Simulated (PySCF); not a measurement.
PySCF input file for silylarsine (AsH5Si), SMILES [SiH3][AsH2], PBE-D3(BJ)/def2-TZVP. Geometry: PBE-D3(BJ)/def2-TZVP.

```python
import numpy as np
from pyscf import gto, scf, dft, df
from pyscf.hessian import thermo

mol = gto.M(
    atom='''
    Si   -1.57683049    0.00489152    0.00000000
    As    0.80605220   -0.06182331   -0.00000000
    H    -2.06356209   -0.71855241    1.21486036
    H    -2.06356209   -0.71855234   -1.21486041
    H    -2.14111153    1.38916108    0.00000004
    H     0.87207000    1.00981577    1.09944524
    H     0.87207001    1.00981584   -1.09944517
    ''',
    basis='def2-TZVP',
    charge=0,
    spin=0,
    max_memory=1600,
    verbose=3,
)
mf = dft.RKS(mol, xc='pbe').density_fit(auxbasis='def2-universal-jkfit')
mf.disp = 'd3bj'
mf.grids.level = 3
mf.conv_tol = 1e-11
mf.max_cycle = 100
mf.kernel()

# analytic Hessian; the response equations are solved on a coarser grid
h, args, fine = mf.Hessian(), (mf.mo_energy, mf.mo_coeff, mf.mo_occ), mf.grids
h.max_memory = max(150, 2.5e-5 * df.make_auxmol(mol, mf.with_df.auxbasis).nao * mol.nelec[0] * (mol.nelec[0] + mol.nao))  # MB; small integral blocks
h1ao = h.make_h1(mf.mo_coeff, mf.mo_occ)
mf.grids = dft.Grids(mol).set(level=1).build(with_non0tab=True)
mo1, mo_e1 = h.solve_mo1(*args, h1ao)
mf.grids = fine
hess = h.hess_elec(*args, mo1, mo_e1, h1ao) + h.hess_nuc()
if mf.do_disp():
    hess += h.get_dispersion()
for i in range(mol.natm):  # the analytic DFT Hessian lacks the response of the grid: restore translational invariance
    hess[i, i] -= hess[i].sum(axis=0)
hess = (hess + hess.transpose(1, 0, 3, 2)) / 2
vib = thermo.harmonic_analysis(mol, hess, imaginary_freq=False)
thermo.dump_normal_mode(mol, vib)
th = thermo.thermo(mf, vib['freq_au'][vib['freq_au'] > 0], 298.15, 101325)
thermo.dump_thermo(mol, th)
g0 = mf.nuc_grad_method().set(verbose=0).kernel()

# dipole derivatives [dipole axis, atom, xyz] from the same response
r, irp = mol.intor('int1e_r'), mol.intor('int1e_irp').reshape(3, 3, mol.nao, mol.nao)
sl, dm0, ok = mol.aoslice_by_atom(), np.array(mf.make_rdm1()), []
dmu = np.einsum('a,xt->xat', mol.atom_charges(), np.eye(3))
for a, (_, _, p0, p1) in enumerate(sl):
    dmu[:, a] += 2 * np.einsum('xtij,ij->xt', irp[:, :, :, p0:p1], dm0.reshape(-1, mol.nao, mol.nao).sum(0)[:, p0:p1])
    for u, c, occ, f in [(mo1, mf.mo_coeff, mf.mo_occ, 4)]:
        dmu[:, a] -= f * np.einsum('tui,xuv,vi->xt', u[a], r, c[:, occ > 0], optimize=True)
L = vib['norm_mode']
ir = 974.8801 * (np.einsum('xat,kat->kx', dmu, L) ** 2).sum(1)       # km/mol
apt = np.einsum('xax->a', dmu) / 3
print('mode   freq/cm-1   IR/(km/mol)')
for k, w in enumerate(vib['freq_wavenumber']):
    print(f'{k + 1:4d} {w:11.2f} {ir[k]:13.3f}')
print('max |gradient| / (hartree/bohr):', abs(g0).max())
print('APT charges:', apt.round(4))
```

Program output:

```
converged SCF energy = -2527.8813936451

WARN: DFTD3 does not support analytical Hessian, using finite difference


WARN: Mole.unit (angstrom) is changed to Bohr

Mode                                 0                   1                   2
Irrep
Freq [cm^-1]                      149.6190            343.9708            420.6344
Reduced mass [au]                   1.0156              9.1822              1.0369
Force const [Dyne/A]                0.0134              0.6401              0.1081
Char temp [K]                     215.2685            494.8973            605.1992
Normal mode                   x     y     z       x     y     z       x     y     z
       0  Si                 0.00 -0.00 -0.00   -0.15 -0.00  0.00   -0.00 -0.00 -0.03
       1  As                -0.00  0.00 -0.01    0.06 -0.00 -0.00    0.00  0.00  0.00
       2   H                 0.04  0.33  0.21   -0.19  0.03  0.00    0.50 -0.01  0.17
       3   H                -0.04 -0.33  0.21   -0.19  0.03 -0.00   -0.50  0.01  0.17
       4   H                -0.00 -0.00 -0.36   -0.06  0.03 -0.00    0.00  0.00  0.27
       5   H                -0.05 -0.38  0.36   -0.02  0.01 -0.01   -0.40  0.05 -0.02
       6   H                 0.05  0.38  0.36   -0.02  0.01  0.01    0.40 -0.05 -0.02
Mode                                 3                   4                   5
Irrep
Freq [cm^-1]                      437.1079            648.0202            695.4887
Reduced mass [au]                   1.0520              1.1109              1.0900
Force const [Dyne/A]                0.1184              0.2749              0.3106
Char temp [K]                     628.9009            932.3568           1000.6534
Normal mode                   x     y     z       x     y     z       x     y     z
       0  Si                 0.03 -0.03  0.00    0.01  0.05 -0.00    0.00  0.00  0.05
       1  As                 0.00  0.00 -0.00    0.01 -0.01  0.00   -0.00 -0.00 -0.01
       2   H                -0.26  0.19  0.01    0.18 -0.13 -0.03   -0.33 -0.04 -0.11
       3   H                -0.26  0.19 -0.01    0.18 -0.13  0.03    0.33  0.04 -0.11
       4   H                 0.57  0.19 -0.00   -0.46 -0.14  0.00    0.00 -0.00 -0.18
       5   H                -0.43  0.06 -0.02   -0.52  0.08 -0.04   -0.56  0.04 -0.00
       6   H                -0.43  0.06  0.02   -0.52  0.08  0.04    0.56 -0.04 -0.00
Mode                                 6                   7                   8
Irrep
Freq [cm^-1]                      851.8838            905.7631            913.9021
Reduced mass [au]                   1.0954              1.0335              1.0321
Force const [Dyne/A]                0.4683              0.4996              0.5079
Char temp [K]                    1225.6711           1303.1915           1314.9016
Normal mode                   x     y     z       x     y     z       x     y     z
       0  Si                -0.05  0.00  0.00    0.00 -0.03  0.00    0.00  0.00  0.03
       1  As                 0.00 -0.00  0.00    0.00  0.00 -0.00   -0.00 -0.00  0.00
       2   H                 0.54 -0.06  0.19    0.09  0.52  0.36    0.27 -0.37 -0.09
       3   H                 0.54 -0.06 -0.19    0.09  0.52 -0.36   -0.27  0.37 -0.09
       4   H                 0.46  0.19 -0.00   -0.29 -0.14 -0.00    0.00  0.00 -0.73
       5   H                -0.05  0.02 -0.01   -0.04 -0.12  0.11    0.04  0.00 -0.00
       6   H                -0.05  0.02  0.01   -0.04 -0.12 -0.11   -0.04 -0.00 -0.00
Mode                                 9                  10                  11
Irrep
Freq [cm^-1]                      948.5646           2118.0546           2131.0882
Reduced mass [au]                   1.0234              1.0201              1.0219
Force const [Dyne/A]                0.5425              2.6963              2.7344
Char temp [K]                    1364.7733           3047.4090           3066.1615
Normal mode                   x     y     z       x     y     z       x     y     z
       0  Si                 0.00 -0.01 -0.00    0.00 -0.00  0.00    0.00 -0.00  0.01
       1  As                -0.00 -0.01  0.00    0.00  0.01 -0.00   -0.00 -0.00 -0.01
       2   H                 0.00  0.13  0.08    0.01  0.01 -0.03    0.03  0.05 -0.08
       3   H                 0.00  0.13 -0.08    0.01  0.01  0.03   -0.03 -0.05 -0.08
       4   H                -0.07 -0.04 -0.00   -0.03  0.08  0.00   -0.00  0.00  0.01
       5   H                 0.10  0.48 -0.46   -0.04 -0.47 -0.51    0.04  0.48  0.49
       6   H                 0.10  0.48  0.46   -0.04 -0.47  0.51   -0.04 -0.48  0.49
Mode                                12                  13                  14
Irrep
Freq [cm^-1]                     2154.1302           2171.9555           2172.5474
Reduced mass [au]                   1.0188              1.0522              1.0513
Force const [Dyne/A]                2.7854              2.9245              2.9235
Char temp [K]                    3099.3137           3124.9604           3125.8120
Normal mode                   x     y     z       x     y     z       x     y     z
       0  Si                 0.02 -0.00  0.00   -0.00  0.04  0.00   -0.00  0.00 -0.04
       1  As                -0.00 -0.00  0.00    0.00  0.00  0.00    0.00  0.00 -0.00
       2   H                -0.17 -0.27  0.45   -0.14 -0.20  0.35   -0.22 -0.33  0.55
       3   H                -0.17 -0.27 -0.45   -0.14 -0.20 -0.35    0.22  0.33  0.55
       4   H                -0.22  0.57 -0.00    0.28 -0.70  0.00    0.00 -0.00 -0.01
       5   H                 0.00  0.01  0.01   -0.00 -0.05 -0.05    0.00  0.07  0.07
       6   H                 0.00  0.01 -0.01   -0.00 -0.05  0.05   -0.00 -0.07  0.07
temperature 298.1500 [K]
pressure 101325.00 [Pa]
Rotational constants [GHz] 47.43531 3.68125 3.67669
Symmetry number 1
Zero-point energy (ZPE) 0.03887 [Eh]   102057.792 [J/mol]
                           tot       elec      trans        rot        vib
Entropy [J/mol/K]       295.043      0.000    167.145     99.287     28.610
Cv [J/mol/K]             67.153      0.000     12.472     12.472     42.209
Cp [J/mol/K]             75.467      0.000     20.786     12.472     42.209
Internal energy [J/mol]                      3718.434   3718.434 107418.645
Internal energy [Eh]   -2527.83765  -2527.88139
Enthalpy [J/mol]                             6197.391   3718.434 107418.645
Enthalpy [Eh]          -2527.83670
Gibbs free energy [J/mol]                  -43636.978 -25884.049  98888.569
Gibbs free energy [Eh] -2527.87021
mode   freq/cm-1   IR/(km/mol)
   1      149.62         0.036
   2      343.97         0.976
   3      420.63        11.489
   4      437.11         8.769
   5      648.02        25.444
   6      695.49         2.550
   7      851.88       260.774
   8      905.76        30.395
   9      913.90        33.250
  10      948.56        18.382
  11     2118.05        46.005
  12     2131.09        47.456
  13     2154.13        63.741
  14     2171.96        94.400
  15     2172.55       103.361
max |gradient| / (hartree/bohr): 1.4867852090896341e-05
APT charges: [ 0.7826  0.1641 -0.2275 -0.2275 -0.247  -0.1224 -0.1224]
```

Self-consistency was reached.

Cost: about 50 core-seconds (a rough figure).
